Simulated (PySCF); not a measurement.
Property card for `CP(C)(C)(C)C(F)(F)F`

Species: C5H12F3P.
SMILES with atom numbers: `[CH3:1][P:2]([CH3:3])([CH3:4])([CH3:5])[C:6]([F:7])([F:8])[F:9]` (hydrogens: H10, H11, H12 on C1; H13, H14, H15 on C3; H16, H17, H18 on C4; H19, H20, H21 on C5)

Geometry (PBE0-D3(BJ)/def2-SVP, Å), atoms numbered from 1 in this order:
```xyz
21
C5H12F3P angstrom
C      1.6939    0.9096    0.3703
P      0.0486   -0.0538    0.0489
C      0.9325   -1.3503   -0.9283
C     -0.2268   -0.2832    1.8623
C     -1.6672   -0.8819   -0.3512
C     -0.6685    1.5280   -0.8739
F      0.1199    2.6022   -0.8730
F     -0.9069    1.2235   -2.1596
F     -1.8316    1.9037   -0.3248
H      2.3902    0.2443    0.9049
H      2.1725    1.2276   -0.5691
H      1.5331    1.8091    0.9844
H      1.9965   -1.4141   -0.6706
H      0.4449   -2.3275   -0.8252
H      0.8440   -1.0376   -1.9811
H     -0.8436   -1.1663    2.0697
H      0.7186   -0.3248    2.4168
H     -0.7840    0.6077    2.1944
H     -1.8771   -0.8862   -1.4312
H     -2.4943   -0.3609    0.1528
H     -1.6496   -1.9248    0.0019
```

Among its groups: CF3 group and C–F bond.

**PBE0-D3(BJ)/def2-SVP geometry optimisation, gas phase (PySCF)**

| Item | Value |
| --- | --- |
| Rotational constants A, B, C | 1.672, 1.150, 1.061 GHz |

CAM-B3LYP/def2-SVPD ground state, ΔSCF and vertical TDDFT (core frozen in the response) (PySCF):

| Item | Value |
| --- | --- |
| Dipole moment | 2.89 D |
| HOMO energy | -7.52 eV |
| LUMO energy | 1.05 eV |
| HOMO–LUMO gap | 8.57 eV |
| Lowest singlet excitation | 5.90 eV (210 nm, f = 0.007) |
| Strongest line among the 10 lowest singlet transitions | S4 at 6.79 eV (183 nm, f = 0.090) |
| Lowest triplet excitation (Tamm–Dancoff) | 5.64 eV |
| Static isotropic polarisability | 93.5 au |
| Vertical ionisation energy | 8.11 eV |
| Electronic spatial extent ⟨r²⟩ about the centre of nuclear charge | 1370 bohr² |

PBE0/pcSseg-1 ground state and GIAO shieldings, non-relativistic (PySCF):

| Quantity | Value |
| --- | --- |
| Lowest Hirshfeld atomic charge | -0.22 e on C1/C5 |
| Highest Hirshfeld atomic charge | +0.36 e on P2 |
| 13C chemical shifts (computed TMS as zero) by class | 133.4 (C6), 35.4 (C1), 32.4 (C5), 23.6 (C3/C4) ppm |
| 1H chemical shifts (computed TMS as zero) by class | 1.49 (H13/H14/H15/H16/H17/H18), 0.54 (H19/H20/H21), 0.50 (H10/H11/H12) ppm |
| Isotropic shieldings of nuclei other than C and H, by class | 261 (F7/F8/F9), 445 (P2) ppm |
| Mayer bond orders between heavy atoms | C1–P2 0.84, P2–C3 0.96, P2–C4 0.96, P2–C5 0.81, P2–C6 0.74, C6–F7 0.99, C6–F8 0.95, C6–F9 0.96 |

Monoisotopic mass (most abundant isotopes): 160.0629 u.

No computed singlet falls in the visible range (750 to 380 nm, 1.65 to 3.26 eV); S1 lies 2.64 eV above its blue end. The largest Löwdin shares of the HOMO are 0.21 on C5, 0.20 on C1, 0.18 on P2 and 0.09 on C6. With B = h/(8π²I), that is 505.379 GHz u Å² over I, the principal moments of inertia are 302.2, 439.6 and 476.3 u Å² (most abundant isotopes). The rotational constants make it an asymmetric top with κ = (2B − A − C)/(A − C) = -0.71, nearer the prolate limit (−1). The principal polarisabilities are 89.8, 90.1 and 100.8 au; their mean is the isotropic value. The vertical singlet–triplet gap S1 − T1 is 0.26 eV (TDDFT singlet less Tamm–Dancoff triplet).

Geometry: PBE0-D3(BJ)/def2-SVP; no solvent or vibrations. NMR classes are plain means over equivalent atoms (diastereotopic ones count apart unless rotation or inversion swaps them), as if these changed places fast; in this geometry the members of some classes differ.

For the NMR shielding job (PBE0/pcSseg-1), the run took 47 s (with the writing of density and orbital grids) on one thread of an Arm Neoverse V2, no GPU, shared host with 192 logical CPUs at a one-minute load of 84, and the process peaked at 1.0 GiB of memory.
